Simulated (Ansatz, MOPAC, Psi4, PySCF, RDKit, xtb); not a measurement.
Complex: HF (SMILES F) (first 2 atoms) with CH4O (SMILES CO); geometry from B3LYP-D3(BJ)/def2-TZVP, rigid monomers moved along the line of their centres of mass till H2···O4 is 1.48 Å.
(charge 0, multiplicity 1):
```xyz
8

F      0.0851     0.0129     0.2358
H     -0.2159    -0.0603     1.1336
C      0.5221     0.3914     3.3491
O     -0.5472    -0.1683     2.5753
H      0.2505     0.4436     4.4052
H      0.6811     1.3985     2.9713
H      1.4439    -0.1825     3.2301
H     -0.7222    -1.0682     2.8707
```

```
level                                                     interaction energy (kcal/mol)  minus MP2/CBS(aug-cc-pVDZ, aug-cc-pVTZ) + ΔCCSD(T)/aug-cc-pVDZ  cost
--------------------------------------------------------  -----------------------------  --------------------------------------------------------------  ----
UFF                                                                              478.49                                                          487.34     -
GFN-FF                                                                            -2.72                                                            6.13     -
AM1                                                                                9.51                                                           18.35     -
PM3                                                                                4.98                                                           13.82     -
PM6                                                                               -2.43                                                            6.42     -
PM7                                                                               -1.07                                                            7.78     -
GFN1-xTB                                                                          -8.11                                                            0.74     -
GFN2-xTB                                                                          -9.73                                                           -0.88     -
HF/STO-3G (no counterpoise)                                                       -5.12                                                            3.73     -
HF/3-21G (no counterpoise)                                                       -14.97                                                           -6.13     -
HF/6-31G*                                                                         -5.86                                                            2.98     -
HF/6-31G* (no counterpoise)                                                       -7.85                                                            1.00     -
HF/aug-cc-pVDZ                                                                    -6.77                                                            2.08     -
HF/aug-cc-pVTZ                                                                    -7.05                                                            1.80     -
PBE-D3(BJ)/def2-TZVPPD                                                            -9.97                                                           -1.13    ×1
PBE-D4/def2-TZVPPD                                                                -9.87                                                           -1.02    ×1
BP86/6-31G* (no counterpoise)                                                     -9.65                                                           -0.81     -
r2SCAN/def2-TZVPPD                                                               -10.25                                                           -1.40    ×1
r2SCAN-D3(BJ)/def2-TZVPPD                                                        -10.44                                                           -1.59    ×1
r2SCAN-D4/def2-TZVPPD                                                            -10.40                                                           -1.56    ×1
B3LYP/3-21G (no counterpoise)                                                    -16.89                                                           -8.05     -
B3LYP/6-31G* (no counterpoise)                                                   -10.25                                                           -1.40     -
B3LYP/6-311+G** (no counterpoise)                                                -10.21                                                           -1.36     -
B3LYP/def2-TZVPPD                                                                 -8.84                                                            0.00    ×1
B3LYP-D3(BJ)/def2-TZVPPD                                                          -9.87                                                           -1.03    ×1
B3LYP-D4/def2-TZVPPD                                                              -9.69                                                           -0.84    ×1
PBE0-D3(BJ)/def2-TZVPPD                                                          -10.34                                                           -1.49    ×1
PBE0-D4/def2-TZVPPD                                                              -10.25                                                           -1.41    ×1
M06-2X/6-31G* (no counterpoise)                                                  -10.64                                                           -1.80     -
wB97X-V/def2-TZVPPD                                                               -9.55                                                           -0.70    ×3
MP2/6-31G*                                                                        -5.97                                                            2.88     -
MP2/6-31G* (no counterpoise)                                                      -9.73                                                           -0.88     -
MP2/aug-cc-pVTZ                                                                   -8.80                                                            0.04    ×3
MP2/CBS(aug-cc-pVDZ, aug-cc-pVTZ)                                                 -9.17                                                           -0.32     -
SCS-MP2/aug-cc-pVDZ                                                               -6.67                                                            2.17     -
SCS-MP2/aug-cc-pVTZ                                                               -7.74                                                            1.10     -
CCSD/aug-cc-pVDZ                                                                  -7.07                                                            1.77     -
CCSD(T)/aug-cc-pVDZ                                                               -7.34                                                            1.51    ×4
MP2/CBS(aug-cc-pVDZ, aug-cc-pVTZ) + ΔCCSD(T)/aug-cc-pVDZ                          -8.85                                                            0.00    ×8
SAPT0/jun-cc-pV(D+d)Z                                                            -10.45                                                           -1.60     -
```

 The comparison column counts from a level with limits of its own.

The rows run from -16.89 (B3LYP/3-21G (no counterpoise)) to 478.49 kcal/mol (UFF). In aug-cc-pVDZ the value moves HF -6.77, CCSD -7.07, CCSD(T) -7.34, a shift of -0.57 from HF to CCSD(T). The dispersion term adds -0.19 in r2SCAN-D3(BJ), -0.16 in r2SCAN-D4, -1.03 in B3LYP-D3(BJ). The 3 functionals in def2-TZVPPD without D3 or D4 span 1.40, from r2SCAN to B3LYP.

Counterpoise-corrected where a basis set is named; no monomer relaxation. Rows marked so take none. RDKit's UFF carries no charges.

Frozen-core correlation. CBS: X⁻³ extrapolation of the correlation energy, Hartree–Fock from the larger set. Rows in 3-21G, 6-311+G**, 6-31G*, STO-3G carry no dispersion term and start afresh at each structure (6-31G* with six Cartesian d functions). MP2/6-31G* freezes PySCF's default core. The state that AM1, PM3, PM6, PM7 reach isn't checked; PM7 holds dispersion and hydrogen-bond terms.

Run with Ansatz (an electronic-structure program); MOPAC for AM1, PM3, PM6, PM7 (differences of heats of formation); Psi4 for SAPT; PySCF for 3-21G rows, 6-311+G** rows, 6-31G* rows, STO-3G rows, the dispersion terms; RDKit for the force fields; xtb for the GFN methods. Each number belongs to the level named beside it.

Costs are rough ratios of core time to PBE/def2-TZVPPD (about 5 s over the structures, on one shared machine); a dash marks a level with no comparable run of its own.
